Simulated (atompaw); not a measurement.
# Varying the PAW (atompaw) potential for N (Z = 7)

Base potential:

| Item | Value |
| --- | --- |
| Element | nitrogen (N) |
| Generator | atompaw 4.2.0.5 |
| Type | PAW |
| Functional | LDA (PW92) |
| Relativity | non-relativistic |
| Frozen core | [He] |
| Valence charge | 5 |
| Reference configuration | 2s2 2p3 |
| Partial waves | 2s (bound): rc 0.85 bohr; 2s channel at 2.45 Ry: rc 0.85 bohr; 2p (bound): rc 2.75 bohr; 2p channel at 1.35 Ry: rc 2.75 bohr |
| Local potential | troulliermartins scheme with l = 2 at 0 Ry, radius 2.00 bohr |
| Core correction | smooth core density matched at 2.50 bohr |
| Augmentation charge | sinc compensation charge, radius 2.10 bohr; PAW radius 2.75 bohr; waves and projectors: modrrkj vanderbiltortho |

All-electron outer shells of the reference configuration (LDA (PW92), non-relativistic, ld1.x):

| shell | level (eV) | outermost node (bohr) | outermost maximum (bohr) |
| --- | --- | --- | --- |
| 2s | -18.40 | 0.32 | 1.02 |
| 2p | -7.24 | – | 0.97 |

Cutoffs, loose and tight: the cutoffs (Ry, on a coarse ladder) from which the occupation-weighted sum of valence levels, in a spherical-Bessel basis at the reference potential, stays within 10 and 1 mRy of its value at 400 Ry. They see the waves, projectors and local potential, not the compensation charge or the core. A dash means not determined.

A true bound ghost makes a file unfit for plane-wave use even where its test errors are small: the radial tests pick states by their node count and pass the ghost by.

| change | outcome | cutoff, loose | cutoff, tight | bound ghosts |
| --- | --- | --- | --- | --- |
| base | generated | 40 Ry | 70 Ry | none |
| all radii scaled by about 0.76 (s 0.64, p 2.08 bohr); local potential troulliermartins scheme with l = 2 at 0 Ry, radius 1.52 bohr; augmentation sinc compensation charge, radius 1.58 bohr; PAW radius 2.08 bohr; waves and projectors: modrrkj vanderbiltortho; core correction smooth core density matched at 1.88 bohr | generated | 90 Ry | 180 Ry | s |
| all radii scaled by about 0.83 (s 0.70, p 2.28 bohr); local potential troulliermartins scheme with l = 2 at 0 Ry, radius 1.66 bohr; augmentation sinc compensation charge, radius 1.74 bohr; PAW radius 2.28 bohr; waves and projectors: modrrkj vanderbiltortho; core correction smooth core density matched at 2.06 bohr | generated | 120 Ry | 160 Ry | s |
| all radii scaled by about 0.96 (s 0.82, p 2.62 bohr); local potential troulliermartins scheme with l = 2 at 0 Ry, radius 1.90 bohr; augmentation sinc compensation charge, radius 2.00 bohr; PAW radius 2.62 bohr; waves and projectors: modrrkj vanderbiltortho; core correction smooth core density matched at 2.38 bohr | generated | 45 Ry | 70 Ry | none |
| all radii scaled by about 1.03 (s 0.88, p 2.84 bohr); local potential troulliermartins scheme with l = 2 at 0 Ry, radius 2.06 bohr; augmentation sinc compensation charge, radius 2.16 bohr; PAW radius 2.84 bohr; waves and projectors: modrrkj vanderbiltortho; core correction smooth core density matched at 2.58 bohr | generated | 40 Ry | 60 Ry | none |
| all radii scaled by about 1.09 (s 0.92, p 3.00 bohr); local potential troulliermartins scheme with l = 2 at 0 Ry, radius 2.18 bohr; augmentation sinc compensation charge, radius 2.30 bohr; PAW radius 3.00 bohr; waves and projectors: modrrkj vanderbiltortho; core correction smooth core density matched at 2.72 bohr | generated | 35 Ry | 55 Ry | none |
| all radii scaled by about 1.18 (s 1.00, p 3.24 bohr); local potential troulliermartins scheme with l = 2 at 0 Ry, radius 2.34 bohr; augmentation sinc compensation charge, radius 2.46 bohr; PAW radius 3.24 bohr; waves and projectors: modrrkj vanderbiltortho; core correction smooth core density matched at 2.94 bohr | generated | 12 Ry | 45 Ry | none |

(1) What comes out with this change to the base: all radii scaled by about 1.29 (s 1.10, p 3.56 bohr); local potential troulliermartins scheme with l = 2 at 0 Ry, radius 2.60 bohr; augmentation sinc compensation charge, radius 2.72 bohr; PAW radius 3.56 bohr; waves and projectors: modrrkj vanderbiltortho; core correction smooth core density matched at 3.24 bohr?

## Answers

(1) outcome: failed: atompaw: The overlap operator has at least one negative eigenvalue!. Cause: the overlap operator built from these waves and projectors is not positive definite.

Reading the sweep of the scale of all radii (base = 1) (base included, trends over the rows without a ghost): The loose cutoff falls from 45 Ry at 0.96 to 12 Ry at 1.18. A larger radius leaves more room for a smooth pseudo-wave, so fewer plane waves are needed; a smaller one forces it to follow the all-electron wave where it bends sharply. Bound ghosts are found at 0.76, 0.83. The generation fails at 1.29.
